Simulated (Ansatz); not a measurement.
Geometry optimisation, RKS PBE/def2-SVP in Ansatz 0.2.0.

input.yaml

```yaml
crystal:
  periodic: [false, false, false]
  atoms:
    - { symbol: Ga, position_ang: [0.264646, 0.559656, -0.504799] }
    - { symbol: Cl, position_ang: [-0.399062, 0.159958, 2.84575] }
    - { symbol: "N", position_ang: [1.762002, -0.489723, -0.561201] }
    - { symbol: H, position_ang: [1.762019, -1.340999, -1.126481] }
    - { symbol: H, position_ang: [2.678924, -0.037387, -0.602244] }
    - { symbol: O, position_ang: [-1.397436, 0.099749, -1.011948] }
    - { symbol: H, position_ang: [-1.457807, -0.827141, -1.303709] }
    - { symbol: "N", position_ang: [0.350918, 2.326525, 0.205672] }
    - { symbol: H, position_ang: [1.28164, 2.620362, 0.519768] }
    - { symbol: Si, position_ang: [-0.779246, 3.621702, -0.180103] }
    - { symbol: H, position_ang: [-1.724622, 3.122024, -1.233358] }
    - { symbol: H, position_ang: [-1.583819, 4.067914, 1.015846] }
    - { symbol: H, position_ang: [-0.037391, 4.83138, -0.692644] }
    - { symbol: H, position_ang: [-0.189766, 1.27268, 2.119352] }
basis:
  gaussian: { orbitals: def2-SVP }
hamiltonian:
  xc: pbe
relax:
  f_tol: 0.03
  max_steps: 50
```

Run as:

```bash
$ ansatz run input.yaml --threads 4 --pin off --max-ram 5120MiB --backend cpu --events-out ev --progress --plain --runs-dir out
```

Where does it end, and by what steps?

The run converged. After 30 steps the energy has fallen by 1.588 eV; H13 moved furthest, 1.83 Å. Parted: Cl2–H14. Joined: Ga1–Cl2, N8–H14.

```json
{"step": "0", "energy less start (eV)": "0.0000", "largest force component (eV/Å)": "0.790", "accepted": "yes"}
{"step": "2", "energy less start (eV)": "-0.1117", "largest force component (eV/Å)": "0.593", "accepted": "yes"}
{"step": "4", "energy less start (eV)": "-0.1436", "largest force component (eV/Å)": "0.267", "accepted": "yes"}
{"step": "6", "energy less start (eV)": "-0.2270", "largest force component (eV/Å)": "1.088", "accepted": "yes"}
{"step": "8", "energy less start (eV)": "-0.6737", "largest force component (eV/Å)": "1.079", "accepted": "yes"}
{"step": "10", "energy less start (eV)": "-1.2704", "largest force component (eV/Å)": "1.006", "accepted": "yes"}
{"step": "12", "energy less start (eV)": "-1.3980", "largest force component (eV/Å)": "0.831", "accepted": "yes"}
{"step": "14", "energy less start (eV)": "-1.4444", "largest force component (eV/Å)": "0.226", "accepted": "yes"}
{"step": "16", "energy less start (eV)": "-1.4734", "largest force component (eV/Å)": "0.450", "accepted": "yes"}
{"step": "18", "energy less start (eV)": "-1.5394", "largest force component (eV/Å)": "0.106", "accepted": "yes"}
{"step": "20", "energy less start (eV)": "-1.5680", "largest force component (eV/Å)": "0.274", "accepted": "yes"}
{"step": "22", "energy less start (eV)": "-1.5794", "largest force component (eV/Å)": "0.119", "accepted": "yes"}
{"step": "24", "energy less start (eV)": "-1.5831", "largest force component (eV/Å)": "0.071", "accepted": "yes"}
{"step": "26", "energy less start (eV)": "-1.5862", "largest force component (eV/Å)": "0.271", "accepted": "yes"}
{"step": "28", "energy less start (eV)": "-1.5876", "largest force component (eV/Å)": "0.054", "accepted": "yes"}
{"step": "30", "energy less start (eV)": "-1.5881", "largest force component (eV/Å)": "0.018", "accepted": "yes"}
```

```xyz
14
Properties=species:S:1:pos:R:3
Ga 0.250 0.215 0.042
Cl -0.585 -0.684 1.879
N 1.845 -0.504 -0.542
H 2.298 -0.072 -1.351
H 2.545 -0.759 0.159
O -0.974 0.763 -1.225
H -1.726 0.157 -1.347
N 0.294 2.220 0.720
H 1.231 2.647 0.689
Si -0.960 3.216 -0.188
H -2.330 2.717 0.122
H -0.838 4.592 0.433
H -0.565 3.347 -1.620
H 0.046 2.132 1.719
```

The run took 70 s on 4 threads of Arm Neoverse V2 (shared host), peak memory 0.25 GiB.
